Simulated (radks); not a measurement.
The numbers below are computed, except where a source is named.
Q: Neutral silver: order these configurations by energy. Code: a radial shooting solver on a logarithmic mesh with Libxc functionals. Model: scalar-relativistic Kohn-Sham, PBEsol, spin-polarised, spherical densities, finite nucleus; Fermi nuclear charge, rms radius of each element as measured or else 0.836 A^(1/3) + 0.57 fm. Open shells are filled with parallel spins first. [Kr] 4d10 5p1; [Kr] 4d10 5s1; [Kr] 4d9 5s1 5p1; [Kr] 4d9 5s2.

A: From the lowest, in eV above it: [Kr] 4d10 5s1 0.000; [Kr] 4d10 5p1 3.976; [Kr] 4d9 5s2 4.096; [Kr] 4d9 5s1 5p1 7.816.
